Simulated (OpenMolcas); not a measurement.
Co+: effect of the basis set

- Program: OpenMolcas 26.06
- Method: MS-CASPT2, IPEA 0.25 Eh, imaginary shift 0.1 Eh (closed shells correlated: 3s 3p)
- Active space: 8 electrons in 6 orbitals (3d 4s)
- State averaging: 2S+1 = 3 even, 55 roots; 2S+1 = 5 even, 10 roots kept (CI in the orbitals of an earlier block); 2S+1 = 1 even, 33 roots kept (CI in the orbitals of an earlier block)
- Spin-orbit coupling: RASSI with atomic mean-field integrals over the reference wave functions, term energies averaged over their components

A. ANO-RCC-VDZP [5s4p2d1f], DKH2, point nucleus; CASPT2 step of the order of 19 core-seconds
B. ANO-L-VTZP [6s5p3d2f1g], non-relativistic, point nucleus; CASPT2 step of the order of 26 core-seconds
C. ANO-RCC-VTZP [6s5p3d2f1g], DKH2, point nucleus; CASPT2 step roughly 25 core-seconds
D. ANO-R2 [7s5p4d2f1g], X2C, finite nucleus; CASPT2 step roughly 50 core-seconds
E. ANO-RCC-VQZP [7s6p4d3f2g1h], DKH2, point nucleus; CASPT2 step roughly 70 core-seconds
F. ANO-R3 [8s5p5d3f2g1h], X2C, finite nucleus; CASPT2 step of the order of 50 core-seconds

Energies in cm-1 above 3d8 3F4, the measured ground level; measured values from NIST Handbook of Basic Atomic Spectroscopic Data.

```tsv
Level	A	B	C	D	E	F	Measured
3d8 3F4	0.0	0.0	0.0	0.0	0.0	0.0	0.0
3d7 4s 5F5	977	1615	1089	-702	101	510	3350
3d8 3F3	1052	1047	1047	1033	1026	1032	950
3d7 4s 5F4	1638	2270	1749	-53.0	746	1159	4029
3d8 3F2	1759	1755	1749	1730	1720	1727	1597
3d7 4s 5F3	2160	2800	2270	463	1258	1675	4561
3d7 4s 5F2	2550	3180	2660	844	1636	2060	4950
3d7 4s 5F1	2810	3440	2910	1094	1885	2310	5205
3d7 4s 3F4(1)	6950	7490	7260	5130	5950	6370	
3d7 4s 3F3(1)	7850	8380	8160	6010	6820	7250	
3d7 4s 3F2(1)	8460	8990	8750	6620	7420	7860	
3d8 1D2	9740	10040	9430	9810	9950	9680	
3d8 3P2	13830	13240	13120	12860	13020	12810	
3d8 3P1	14210	13580	13480	13190	13340	13140	
3d8 3P0	14480	13840	13750	13450	13600	13400	
3d7 4s 5P3	17000	17120	16100	14380	15520	15790	
3d7 4s 5P2	17260	17380	16360	14660	15770	16050	
3d7 4s 5P1	17590	17710	16690	14970	16090	16370	
3d7 4s 3G5	19600	20040	19090	17510	18340	18570	
3d7 4s 3G4	19960	20400	19460	17870	18700	18930	
3d7 4s 3G3	20370	20800	19860	18270	19090	19330	
3d7 4s 1G4	22880	23250	22480	20780	21470	21720	
3d7 4s 1P1 [55 %]	25700	26240	25280	23580	24660	24710	
3d7 4s 3D3	25920	26440	25420	23750	24730	24860
```

D puts 3d7 4s 5F5 lowest.

Deviations, from unrounded energies. A percentage is the sum of absolute deviations over the sum of measured energies, with the sign that they share, or ± where signs differ.

```csv
Against measurement,Levels,A,B,C,D,E,F
mean absolute deviation (cm-1),7,1700,1300,1700,3000,2400,2100
fine structure of the ground term (%),2,+10.4,+10.0,+9.8,+8.4,+7.8,+8.3
other configurations (%),5,-54.1,-39.8,-51.7,-92.5,-74.5,-65.1
```

B lies closest to measurement on these levels and D furthest from it. The largest miss of B in the table is 3d7 4s 5F1, by -1800 cm-1. The ranking rests on the paired levels alone, and a cruder setting can come out closer through cancelling errors.

The two smallest mean deviations differ by little beside CASPT2's spread within terms, so their order carries little weight.

Among A to F the level of the table that moves most is 3d7 4s 5P3, by 2700 cm-1 (lowest in D, highest in B). Moves below CASPT2's spread within the term are not significant.

Term energies are means over components that CASPT2 splits; among the terms shown or strongly mixed into the levels shown the widest spread is 3100 cm-1 (3d8 3F, F). Over all roots computed the reference weight is 0.86 to 0.92 in B, 0.87 to 0.92 in D, 0.87 to 0.92 in E, 0.86 to 0.92 in F; the roots of lowest weight are the least certain, and an intruder state may touch them. Terms from blocks run as CI alone lack orbitals of their own. A single d shell beside an s shell can misplace configurations of different d count against each other. The CASPT2 spread within a term exceeds the gap to the next term for 3d8 3F and 3d7 4s 5F, so the order of their levels is uncertain, and so are names and mixing where such terms share a J (figures for A; the like holds for B, C, D, E, F). The lowest computed level is not the ground level that NIST lists (3F4) (holds for D). Computed and measured levels are paired by configuration, term and J; levels that our copy of the source lacks, or whose pairing is in doubt (as where it misses far off the trend of its configuration), stay unpaired and out of the deviations. Only configurations of the active space appear. Levels that lie high or do not pair safely by name in every column are left out.

A share in square brackets marks a mixed level and gives the weight of the term that names it, the lowest over the columns. A number in round brackets counts repeated terms of one configuration in the order of the reference energies.
